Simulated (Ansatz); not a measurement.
C4H7O (SMILES [CH]1CCOC1), doublet, at a GFN2-xTB geometry; HF/6-31G* (Ansatz, a quantum-chemistry and plane-wave program).

Input for Ansatz:
Ansatz 0.2 input:
```yaml
crystal:
  periodic: [false, false, false]
  atoms:
    - {symbol: C, position_ang: [0.39615140, -1.17435019, -0.08488802]}
    - {symbol: C, position_ang: [1.24097810, -0.03210821, 0.32662047]}
    - {symbol: C, position_ang: [0.19419249, 1.08466725, 0.46820673]}
    - {symbol: O, position_ang: [-0.88767801, 0.72850739, -0.37076340]}
    - {symbol: C, position_ang: [-0.95889722, -0.68402581, -0.41439081]}
    - {symbol: H, position_ang: [0.71474834, -2.19101429, -0.17726762]}
    - {symbol: H, position_ang: [1.78917659, -0.20931134, 1.25589251]}
    - {symbol: H, position_ang: [1.98423700, 0.21871540, -0.44345930]}
    - {symbol: H, position_ang: [0.54855254, 2.06541774, 0.14884975]}
    - {symbol: H, position_ang: [-0.14825554, 1.15023996, 1.51220609]}
    - {symbol: H, position_ang: [-1.30758986, -0.97637199, -1.41435287]}
    - {symbol: H, position_ang: [-1.71399345, -1.05083300, 0.31094843]}
basis:
  gaussian:
    orbitals: 6-31G*
hamiltonian:
  xc: hf
magnetization: {spin_polarized: true, initial_magnetization: 1}
```

**Question.** Predict the main parts of the log of this Ansatz run.

**Answer.** 
```
Functional definition: HF
935 factors; integrals over basis functions are off by at most 7.1e-4 eV
mean field evaluation 1: about -6265.2348 eV, gradient 2.2e1 eV
mean field evaluation 2: about -6265.2358 eV, gradient 2.2e1 eV
mean field evaluation 4: about -6267.9971 eV, gradient 3.6e0 eV
mean field evaluation 8: about -6268.0819 eV, gradient 1.7e-1 eV
mean field -6268.08239896 eV, -230.3477795031 hartree, gradient 2.2e-5 eV, S^2 0.763972; 0 other end points of the search recorded, 0 dependent functions left out
reference -6268.08239896 eV, -230.3477795031 hartree; 20, 19 occupied and 69, 70 virtual orbitals, 935 factors
Total energy: -6268.08239896 eV, -230.3477795031 hartree
```
